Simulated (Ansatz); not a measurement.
Input file for `[NH3+][In-]([Cl])([Cl])[Cl]`:

```yaml
crystal:
  periodic: [false, false, false]
  atoms:
    - {symbol: N, position_ang: [-0.794327, -0.189641, 0.771020]}
    - {symbol: In, position_ang: [0.828722, 0.177865, -0.795890]}
    - {symbol: Cl, position_ang: [2.447945, -1.256494, 0.063502]}
    - {symbol: Cl, position_ang: [-0.360782, -0.515139, -2.672783]}
    - {symbol: Cl, position_ang: [1.103120, 2.464458, -0.458107]}
    - {symbol: H, position_ang: [-1.024034, 0.676000, 1.248722]}
    - {symbol: H, position_ang: [-0.474128, -0.864586, 1.458218]}
    - {symbol: H, position_ang: [-1.634417, -0.549562, 0.329420]}
basis:
  gaussian: {orbitals: def2-SVP}
correlation: {method: ccsd_t}
```

```sh
$ ansatz run in.yaml --threads 4 --pin off --events-out ev --progress --plain --max-ram 10444MiB
```

The program prints (abridged):

```
Functional definition: HF
1115 factors; integrals over basis functions are off by at most 7.5e-4 eV
mean field evaluation 1: about -44179.2493 eV, gradient 2.8e1 eV
mean field evaluation 2: about -44179.2728 eV, gradient 2.8e1 eV
mean field evaluation 4: about -44181.4404 eV, gradient 2.1e0 eV
mean field evaluation 8: about -44181.4578 eV, gradient 1.2e-1 eV
mean field evaluation 16: about -44181.4273 eV, gradient 4.1e-1 eV
mean field -44181.45790261 eV, -1623.6386306533 hartree, gradient 3.3e-6 eV, S^2 0.000000; 0 other end points of the search recorded, 0 dependent functions left out
20 core orbitals not correlated: weight in the atoms' cores, before any rotation towards them, 1.000 or more for the frozen orbitals, at most 0.000 for the correlated occupied ones
reference -44181.45790261 eV, -1623.6386306533 hartree; 21, 21 occupied and 68, 68 virtual orbitals, 1115 factors
second order -17.94069847 eV of doubles, -0.00000000 eV of singles
cycle   1  -18.91083203 eV  change   -9.7e-1 eV  update   8.0e-2
cycle   2  -19.27791131 eV  change   -3.7e-1 eV  update   2.3e-2
cycle   3  -19.34043730 eV  change   -6.3e-2 eV  update   1.0e-2
cycle   4  -19.33845678 eV  change    2.0e-3 eV  update   2.2e-3
cycle   5  -19.33749716 eV  change    9.6e-4 eV  update   6.4e-4
cycle   6  -19.33733550 eV  change    1.6e-4 eV  update   1.8e-4
cycle   7  -19.33731506 eV  change    2.0e-5 eV  update   5.8e-5
cycle   8  -19.33733183 eV  change   -1.7e-5 eV  update   2.0e-5
perturbative correction -0.42273233 eV, -0.0155351266 hartree
Total energy: -44201.21796677 eV, -1624.3647996171 hartree
```

It took 29 s on 4 threads of an Intel Xeon on a shared host, with 0.51 GiB of host memory at the peak.

The correlation energy is -19.760 eV, 2.1 % of it from (T); the T1 diagnostic reads 0.0086.
